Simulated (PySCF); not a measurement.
Coordinates in bohr (charge 0 multiplicity 1):
```
I     0.0000    0.0000    0.0000
H     3.5843    0.0000    0.0000
H    -1.7922    3.1040    0.0000
H    -1.7921   -3.1041    0.0000
```

All numbers come from PySCF, PBE0, basis I def2-TZVP with ECP28, H def2-TZVP (scalar-relativistic core potentials, no spin–orbit coupling, density fitting).

This geometry of IH3 is a stationary point at this level.

Q: What is the point group?

A: D3h.

Q: Is it a minimum?

A: No: it has 2 imaginary modes (one degenerate set), at 525i cm⁻¹ (e').

Q: What are the dipole moment and the gap between the highest occupied and lowest empty levels?

A: 0.00 D and 3.68 eV.

Q: Give the atomic charges and bond orders.

A: 
| atom | Mulliken | Löwdin | polar tensor | Mayer order to I1 |
| --- | --- | --- | --- | --- |
| I1 | 0.31 | 0.37 | 0.85 | – |
| H2,3,4 | -0.10 | -0.12 | -0.28 | 0.63 |

This need not be the most stable arrangement of these atoms. At this level a singlet minimum of C2v symmetry lies 163 kJ/mol below this structure.
